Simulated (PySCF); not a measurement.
## NaGa: script and output

The script input.py:

```python
from pyscf import gto, dft

mol = gto.M(
    atom='Na 0 0 0; Ga 0 0 2.78',
    basis='pcseg-1',
    charge=0,
    spin=0,
    symmetry=True,
    verbose=4,
)
mf = dft.RKS(mol, xc='lda,vwn')
mf.kernel()
mf.analyze()
print('orbital energies (hartree):', mf.mo_energy[..., max(0, mol.nelec[1]-3):mol.nelec[0]+3].round(4))
```

```bash
$ OMP_NUM_THREADS=1 python input.py
```

The log (some set-up lines and the per-cycle HOMO/LUMO lines with their warnings removed):

```
PySCF version 2.14.0

[INPUT] Symbol           X                Y                Z      unit          X                Y                Z       unit  Magmom
[INPUT]  1 Na     0.000000000000   0.000000000000   0.000000000000 AA    0.000000000000   0.000000000000   0.000000000000 Bohr   0.0
[INPUT]  2 Ga     0.000000000000   0.000000000000   2.780000000000 AA    0.000000000000   0.000000000000   5.253438626291 Bohr   0.0

nuclear repulsion = 64.9098665193238
point group symmetry = Coov
symmetry origin: [0.         0.         3.87753803]
symmetry axis x: [1. 0. 0.]
symmetry axis y: [0. 1. 0.]
symmetry axis z: [0. 0. 1.]
num. orbitals of irrep A1 = 17
num. orbitals of irrep E1x = 8
num. orbitals of irrep E1y = 8
num. orbitals of irrep E2x = 2
num. orbitals of irrep E2y = 2
number of shells = 5
number of NR pGTOs = 115
number of NR cGTOs = 37
basis = pcseg-1
ecp = {}

******** <class 'pyscf.dft.rks_symm.SymAdaptedRKS'> ********
method = SymAdaptedRKS
initial guess = minao
damping factor = 0
level_shift factor = 0
DIIS = <class 'pyscf.scf.diis.CDIIS'>
SCF conv_tol = 1e-09
SCF max_cycles = 50
XC functionals = lda,vwn

grids dens level: 3
Freeze 0 electrons in irreps []
    42 free electrons in irreps A1 E1x E1y E2x E2y
Initial guess from minao.
tot grids = 39008
init E= -2082.51359434897
cycle= 1 E= -2083.04900127788  delta_E= -0.535  |g|= 0.118  |ddm|=  1.3
cycle= 2 E= -2083.04355605651  delta_E= 0.00545  |g|= 0.0916  |ddm|= 0.59
cycle= 3 E= -2083.0436888592  delta_E= -0.000133  |g|= 0.0984  |ddm|= 0.741
cycle= 4 E= -2083.05466763881  delta_E= -0.011  |g|= 0.00506  |ddm|= 0.378
cycle= 5 E= -2083.05471676926  delta_E= -4.91e-05  |g|= 0.00152  |ddm|= 0.0307
cycle= 6 E= -2083.05471982658  delta_E= -3.06e-06  |g|= 0.00019  |ddm|= 0.00642
cycle= 7 E= -2083.05471985801  delta_E= -3.14e-08  |g|= 5.81e-05  |ddm|= 0.000807
cycle= 8 E= -2083.05471986121  delta_E= -3.21e-09  |g|= 7.02e-06  |ddm|= 0.000208
cycle= 9 E= -2083.05471986122  delta_E= -1.18e-11  |g|= 5.38e-06  |ddm|= 1.2e-05
Extra cycle  E= -2083.05471986122  delta_E= -9.09e-13  |g|= 4.89e-06  |ddm|= 7.51e-06
converged SCF energy = -2083.05471986122
**** SCF Summaries ****
Total Energy =                       -2083.054719861224385
Nuclear Repulsion Energy =              64.909866519323757
One-electron Energy =                -3041.343347273516883
Two-electron Energy =                  893.378760892968899
Two-electron Coulomb Energy =          978.932648909143154
DFT Exchange-Correlation Energy =      -85.553888016174270
Wave-function symmetry id = 0
**** MO energy ****
[10 lines left out]
MO #11 (A1 #7), energy= -2.02579928740443 occ= 2
MO #12 (E1x #3), energy= -1.02543386282118 occ= 2
MO #13 (E1y #3), energy= -1.02543386282118 occ= 2
MO #14 (A1 #8), energy= -1.02539950457887 occ= 2
MO #15 (E2x #1), energy= -0.738454494897478 occ= 2
MO #16 (E2y #1), energy= -0.738454494897478 occ= 2
MO #17 (E1x #4), energy= -0.729865450725067 occ= 2
MO #18 (E1y #4), energy= -0.729865450725067 occ= 2
MO #19 (A1 #9), energy= -0.727149284722865 occ= 2
MO #20 (A1 #10), energy= -0.31933315815486 occ= 2
MO #21 (A1 #11), energy= -0.11395525161726 occ= 2
MO #22 (E1x #5), energy= -0.0989748198114599 occ= 0
MO #23 (E1y #5), energy= -0.0989748198114599 occ= 0
MO #24 (A1 #12), energy= -0.0550205825014206 occ= 0
[13 lines left out]
 ** Mulliken pop on meta-lowdin orthogonal AOs  **
 ** Mulliken pop  **
pop of  0 Na 1s           1.99999
pop of  0 Na 2s           1.99954
pop of  0 Na 3s           0.82153
pop of  0 Na 4s           0.00231
pop of  0 Na 2px          1.99933
pop of  0 Na 2py          1.99933
pop of  0 Na 2pz          1.99937
pop of  0 Na 3px          0.00065
pop of  0 Na 3py          0.00065
pop of  0 Na 3pz          0.00069
pop of  1 Ga 1s           2.00000
pop of  1 Ga 2s           1.99994
[25 lines left out]
 ** Mulliken atomic charges  **
charge of    0Na =      0.17661
charge of    1Ga =     -0.17661
Dipole moment(X, Y, Z, Debye):  0.00000,  0.00000, -1.87071
orbital energies (hartree): [-0.7271 -0.3193 -0.114  -0.099  -0.099  -0.055 ]
```

In short: E(SCF) = -2083.054720 Eh, 9 cycles, μz(SCF) = -1.87 D.

Hardware: AMD EPYC 7R43 64-Core, 1 thread, shared host. Wall time 4.3 s.

Stability towards an unrestricted solution was not tested. The bond length is a typed value, not an optimised one.
